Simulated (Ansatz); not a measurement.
`O[SiH2][CH2][GeH3]` + `CNC(N)=S` → `NC(=S)[SiH2]O` + `CN[CH2][GeH3]`  (formal exchange of groups at the Si–C bond)

Gas-phase electronic energies from Ansatz, PBE0-D4/def2-TZVP geometries. CBS: MP2 limit from def2 TZ/QZ plus the TZ coupled-cluster correction, frozen cores. For Ge outer-core shells are correlated without core-valence functions, which leaves a few kJ/mol of doubt a bond. Scalar relativity is left out up to krypton. Each species was taken in one conformer, which may not be the lowest.

```
             species  SCS-MP2/def2-QZVPP energy (Eh)
`O[SiH2][CH2][GeH3]`                     -2482.93750
          `CNC(N)=S`                      -586.75945
     `NC(=S)[SiH2]O`                      -857.69845
     `CN[CH2][GeH3]`                     -2211.96557
```

(1) Work out ΔE.

Largest T1 diagnostic among the species: 0.017.

## Answers

(1) ΔE = (-857.69845) + (-2211.96557) − (-2482.93750) − (-586.75945) = 0.03293 Eh = +20.7 kcal/mol. CCSD(T)/CBS gives +20.5 kcal/mol.

From PBE to PBE0 (25 % exact exchange), in def2-TZVPP and without D4, ΔE moves by +2.2 kcal/mol. In def2-TZVPP, CCSD(T) changes the Hartree–Fock value by −4.1 kcal/mol (the triples alone add −0.8 kcal/mol) and MP2 by −2.9 kcal/mol.
